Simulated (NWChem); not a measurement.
System: SnBr cation, singlet; SMILES [Br][Sn+]

The following NWChem deck was run.

```
start job
memory heap 200 mb stack 900 mb global 1100 mb
charge 1
geometry units angstroms
  Sn    -0.660545    -0.493579    -0.562746
  Br     0.981344     0.733289     0.836048
end
basis spherical
  * library def2-svp
end
ecp
  Sn library def2-ecp
end
dft
  xc pbe0
  iterations 150
end
driver
  maxiter 120
end
task dft optimize
dft
  grid fine
  convergence energy 1d-8 density 1d-7
end
task dft freq numerical
```

Low-valent species are run as closed-shell singlets; no triplet was tried in these runs. This build's default masses of Se (78.918 u) and Br (79.917 u) are each other's, which moves their modes by up to 0.6 %. def2 effective core potentials on Sn; no spin-orbit coupling.

The level has its own optimisation; frequencies are unscaled.

Problem. Give the results of this calculation. (PBE0/def2-SVP with def2 effective core potentials on Sn.) Quantities: r Br–Sn (Å); highest harmonic frequency (cm⁻¹); zero-point energy (kcal/mol).

Solution. The r Br–Sn (Å) is 2.425. The highest harmonic frequency (cm⁻¹) comes out as 300 and the zero-point energy (kcal/mol) is 0.4.
